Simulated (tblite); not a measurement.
Compound: CH7ClGeSi.
SMILES: `[C@@H]([GeH3])([SiH3])Cl`

Calculated harmonic vibrations of the isolated species, GFN2-xTB (tblite), most abundant isotopes, no scaling. This tight-binding method is rough: wavenumbers can miss measured ones by several per cent, in bad cases by 10 to 20. Modes of hydrogen on germanium and silicon can be 10 to 20 % off.

Harmonic wavenumbers (cm⁻¹): 116.8, 121.6, 136.0, 150.6, 196.5, 439.6, 493.8, 508.3, 534.5, 635.9, 711.0, 754.2, 756.6, 771.6, 781.3, 807.7, 839.1, 862.0, 1055.7, 1133.4, 1973.8, 2058.9, 2089.8, 2246.9, 2283.1, 2288.7, 2947.2.

A = 3099, B = 1689, C = 1156 MHz; mass 155.922 u (most abundant isotopes); point group C1, symmetry number 1.

Q: What is the zero-point energy?

A: ½Σν̃ = 13847 cm⁻¹ = 39.59 kcal/mol.

Q: What is S at 298.15 K and 1 bar for an ideal gas of classical rigid rotors and harmonic oscillators?

A: Translation 41.07, rotation 28.36, vibration 18.94: S = 88.4 cal/(mol K).

Q: And Cp and H(298.15 K) − H(0)?

A: Cp = 29.53 cal/(mol K), of which vibrations give 21.58 (their classical limit is 27 R = 53.7); H(298.15 K) − H(0) = 5.54 kcal/mol without the zero-point energy, 3.17 from vibrations.

Q: Blend soft modes into free rotors: weight 1/[1 + (100 cm⁻¹/ν̃)⁴] for the oscillator and the rest for a rotor with moment μB/(μ + B), μ = h/(8π²ν), B = 10⁻⁴⁴ kg m². What vibrational entropy results?

A: 18.56 cal/(mol K) in place of 18.94, which changes −T·S at 298.15 K by +0.12 kcal/mol.

Q: Which modes carry the vibrational entropy at 298.15 K?

A: 116.8 cm⁻¹: 3.15; 121.6 cm⁻¹: 3.07; 136.0 cm⁻¹: 2.86; 150.6 cm⁻¹: 2.66; 196.5 cm⁻¹: 2.17; 439.6 cm⁻¹: 0.83 cal/(mol K); the other 21 give 4.20 together.

Hindered rotation and anharmonicity are outside this model. The structure is chiral; the term R ln 2 for an equal mix with its mirror image is left out.

Hardware: AMD EPYC, one thread, no GPU, shared host. Cost: 0.49 s wall. The figure is for the frequency step alone.
